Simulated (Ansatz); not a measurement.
GaH4N, SMILES `[NH2][GaH2]`, 6 atoms. Total charge 0; spin multiplicity 1. Correlated methods include outer-core shells of Ga, which these sets cover unevenly. Scalar relativity is left out up to krypton. All runs use 4 threads of an AMD EPYC 9R45 on a shared host. Correlated methods freeze the cores. Open-shell runs search over several starts.

(1) How many basis functions does each run have, and how long does it take in Ansatz? direct RPA on PBE orbitals/def2-TZVPP energy; RHF-CCSD(T)/def2-QZVPP energy; RHF-CCSD(T)/def2-TZVPP energy; RKS revPBE-D4/def2-TZVPP energy; UKS r2SCAN-D4/def2-TZVPP energy of the cation; UKS ωB97M-V/def2-TZVPP energy of the cation; RKS BHLYP-D4/def2-TZVPP energy; UKS PBE-D4/def2-TZVPP energy of the cation; UHF-MP2/def2-QZVPP energy of the cation; RKS B3LYP-D4/def2-TZVPP energy and forces; UKS ωB97X-V/def2-TZVPP energy of the cation; RKS PBE0-D4/def2-TZVP relaxation (5 steps). (Best estimate.)

## Answers

(1) Computed: Other jobs shared the machine, so times are rough.

| level | job | functions | wall time | peak host memory (GiB) |
| --- | --- | --- | --- | --- |
| RKS revPBE-D4/def2-TZVPP | energy | 135 | 0.35 s | 0.15 |
| RKS BHLYP-D4/def2-TZVPP | energy | 135 | 0.45 s | 0.23 |
| RKS B3LYP-D4/def2-TZVPP | energy and forces | 135 | 0.6 s | 0.23 |
| direct RPA on PBE orbitals/def2-TZVPP | energy | 135 | 0.9 s | 0.22 |
| UKS PBE-D4/def2-TZVPP | energy of the cation | 135 | 1.5 s | 0.24 |
| RKS PBE0-D4/def2-TZVP | relaxation (5 steps) | 103 | 2.3 s | 0.19 |
| UKS r2SCAN-D4/def2-TZVPP | energy of the cation | 135 | 2.5 s | 0.3 |
| RHF-CCSD(T)/def2-TZVPP | energy | 135 | 2.7 s | 0.72 |
| UKS ωB97X-V/def2-TZVPP | energy of the cation | 135 | 2.9 s | 0.4 |
| UKS ωB97M-V/def2-TZVPP | energy of the cation | 135 | 3.2 s | 0.43 |
| UHF-MP2/def2-QZVPP | energy of the cation | 266 | 6.5 s | 0.88 |
| RHF-CCSD(T)/def2-QZVPP | energy | 266 | 34 s | 6.5 |

B3LYP here is the variant with VWN-RPA as its local correlation; programs differ in this.
